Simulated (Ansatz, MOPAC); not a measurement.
Species: SF, charge 0, multiplicity 2. SMILES: F[S]

Atoms: S1, F2. Bonds: S1-F2.

Bond lengths (Å) and angles (degrees) optimised at PM6 with MOPAC; PBE/6-31G* with Ansatz (a program for electronic structure); B3LYP/LANL2DZ with Ansatz; MP2/6-31G* with Ansatz, each started from the B3LYP-D3(BJ)/def2-TZVP structure (Ansatz) of the last column. A row stands for all coordinates that are equal there. 6-31G* holds six Cartesian d functions.

| coordinate | PM6 | PBE/6-31G* | B3LYP/LANL2DZ | MP2/6-31G* | B3LYP-D3(BJ)/def2-TZVP |
|---|---|---|---|---|---|
| S1-F2 | 1.542 | 1.641 | 1.749 | 1.629 | 1.609 |

Mean signed difference of all 1 bond lengths from B3LYP-D3(BJ)/def2-TZVP: PM6 -0.067 Å, PBE/6-31G* 0.032 Å, B3LYP/LANL2DZ 0.140 Å, MP2/6-31G* 0.020 Å.
